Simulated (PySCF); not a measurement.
Compound: C8H12.
Atom-mapped SMILES: `[CH:1]1=[CH:2]\[CH2:3][CH2:4]/[CH:5]=[CH:6]\[CH2:7][CH2:8]/1` (hydrogens: H9 on C1; H10 on C2; H11, H12 on C3; H13, H14 on C4; H15 on C5; H16 on C6; H17, H18 on C7; H19, H20 on C8)

The same species was optimised twice, with GFN2-xTB and with PBE0-D3(BJ)/def2-SVP (PySCF), and the same property calculations (PySCF, gas phase) were run on both structures.

```csv
coordinate,GFN2-xTB,PBE0-D3(BJ)/def2-SVP,change
C5=C6 (Å),1.324,1.338,+0.014
C1=C2 (Å),1.324,1.338,+0.014
C4–C5 (Å),1.499,1.504,+0.005
C2–C3 (Å),1.500,1.504,+0.004
C6–C7 (Å),1.500,1.504,+0.004
C1–C8 (Å),1.500,1.504,+0.004
C7–C8 (Å),1.548,1.550,+0.002
C3–C4 (Å),1.548,1.550,+0.002
C3–C4–C5 (°),111.8,114.0,+2.2
C2–C3–C4 (°),111.9,114.0,+2.1
C6–C7–C8 (°),112.0,114.1,+2.1
C1–C8–C7 (°),112.1,114.1,+2.0
C4–C5–C6 (°),125.4,126.7,+1.3
C1–C2–C3 (°),125.4,126.7,+1.3
C2–C1–C8 (°),125.4,126.6,+1.2
C5–C6–C7 (°),125.5,126.6,+1.1
```

Rotational constants: A = 2627, B = 2379, C = 1394 MHz (GFN2-xTB) against A = 2545, B = 2340, C = 1350 MHz (PBE0-D3(BJ)/def2-SVP). Point groups within 0.08 Å: C2h and C2h.

On the GFN2-xTB structure: HOMO (eV) -6.72 [PBE0/pcSseg-1]; LUMO (eV) 0.26 [PBE0/pcSseg-1]; GIAO shielding of C1/C2/C5/C6 (mean) (ppm) 43.9 [PBE0/pcSseg-1]; GIAO shielding of C3/C4/C7/C8 (mean) (ppm) 153.4 [PBE0/pcSseg-1].

What do these properties become on the PBE0-D3(BJ)/def2-SVP structure?

```csv
property,level,on GFN2-xTB,on PBE0-D3(BJ)/def2-SVP,change
HOMO (eV),PBE0/pcSseg-1,-6.72,-6.72,0.00
LUMO (eV),PBE0/pcSseg-1,0.26,0.17,-0.09
"energy, GFN2-xTB geometry as zero (kcal/mol)",PBE0/pcSseg-1,0.0,-1.0,-1.0
GIAO shielding of C1/C2/C5/C6 (mean) (ppm),PBE0/pcSseg-1,43.9,40.4,-3.5
GIAO shielding of C3/C4/C7/C8 (mean) (ppm),PBE0/pcSseg-1,153.4,152.3,-1.1
```

The heavy atoms differ by 0.034 Å rms after alignment. Among bonds between heavy atoms C1=C2 and C5=C6 change most and about equally (+0.014 Å). Changes are differences of the printed values. Neither structure is proved a minimum here.
